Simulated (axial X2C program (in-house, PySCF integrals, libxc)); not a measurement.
TlSi along the bond: B3LYP, without spin–orbit coupling

Calculated with an in-house relativistic program for diatomic molecules. Spin-free means the one-electron spin-free X2C Hamiltonian. Basis: Tl dyall-cv3z [12s14p10d7f1g], Si dyall-v3z [8s7p2d1f] (cores contracted in-house); Gaussian nuclei, density fitting, unrestricted open shells. Masses: Tl 204.974 u, Si 27.977 u.

State: M_S = 3/2, Λ = 0 (beyond evenly filled blocks: σα, π+α, π-α). Dipoles are positive if Si is the positive end.

Results along the bond:

| R (Å) | μ (D) | HOMO (eV) | LUMO (eV) | ⟨S²⟩ |
| --- | --- | --- | --- | --- |
| 2.299 | -1.199 | -5.12 | -3.13 | 3.752 |
| 2.404 | -1.473 | -5.17 | -3.00 | 3.752 |
| 2.483 | -1.697 | -5.19 | -2.91 | 3.752 |
| 2.563 | -1.934 | -5.20 | -2.84 | 3.752 |
| 2.642 | -2.181 | -5.10 | -2.84 | 3.752 |
| 2.735 | -2.478 | -4.98 | -2.83 | 3.752 |
| 2.827 | -2.778 | -4.88 | -2.81 | 3.752 |
| 2.946 | -3.165 | -4.76 | -2.78 | 3.752 |
| 3.091 | -3.628 | -4.62 | -2.75 | 3.751 |
| 3.303 | -4.264 | -4.46 | -2.70 | 3.751 |
| 3.593 | -5.041 | -4.28 | -2.64 | 3.751 |
| 3.963 | -5.838 | -4.13 | -2.67 | 3.751 |

The state is a single determinant with fixed occupations, the lowest that a limited PBE0 search found. PBE0 can misorder states that lie within some tenths of an eV, so this need not be the ground state of the molecule. The nearest other spin-free determinant of the search, M_S = 1/2, Λ = 0, lies 0.36 eV up at the distance of the search.
